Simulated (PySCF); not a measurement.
CH2F, SMILES [CH2]F, multiplicity 2.

Coordinates come from a B3LYP-D3(BJ)/def2-TZVPD optimisation. The isomer is the one that the SMILES or the coordinates give; other isomers of the formula were not compared.

Two levels are set side by side: PBE/def2-TZVPD (PySCF) and B3LYP/def2-TZVPD (PySCF). Same geometry, gas phase. Differences are taken from unrounded values.

```
quantity                      PBE
---------------------------  ----
α-spin orbital gap (eV)      4.91
β-spin orbital gap (eV)      6.04
dipole moment (D)            1.16
mean polarisability (bohr³)  17.3
```

### Question
These are the PBE values. What does B3LYP give? (Estimate from the structure and the level; the computed values follow.)

### Answer

```csv
quantity,B3LYP,PBE minus B3LYP
α-spin orbital gap (eV),6.50,-1.59
β-spin orbital gap (eV),8.38,-2.35
dipole moment (D),1.31,-0.15
mean polarisability (bohr³),16.6,0.8
```

PBE's more diffuse valence density responds more strongly to a field. Differences between two approximate levels are no errors against the true value.

Rough cost on one machine, each run with all the roots and properties that it gave: B3LYP against PBE within a factor of 2.
